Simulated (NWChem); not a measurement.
CH₆InN; SMILES [CH3][InH][NH2]

```xyz
9

In    -0.2853     0.0216     0.0000
H     -1.9891     0.3089     0.0000
C      0.7953    -1.8461     0.0000
H      0.5315    -2.4364     0.8900
H      1.8797    -1.6673     0.0000
H      0.5315    -2.4364    -0.8900
N      0.8456     1.6993     0.0000
H      1.8589     1.7105     0.0000
H      0.4751     2.6424     0.0000
```
Atoms are numbered in this order, from 1.

Results from NWChem. Structure relaxed at the PBE0/def2-SVP level. def2 effective core potentials on In; no spin-orbit coupling. Level M06-L/def2-SVP: energy and gradient on several grids; changes count from the extra-fine grid, which is no exact limit either.

| grid | size of the energy change (μHa) | largest change of a gradient component (μHa/bohr) | time, medium = 1 (rough) |
|---|---|---|---|
| xcoarse | 20000 | 20000 | about 1 |
| coarse | 100 | 2000 | about 1 |
| medium | 90 | 700 | about 1 |
| fine | < 10 | 200 | about 1 |
| xfine | < 10 | < 30 | 2 |
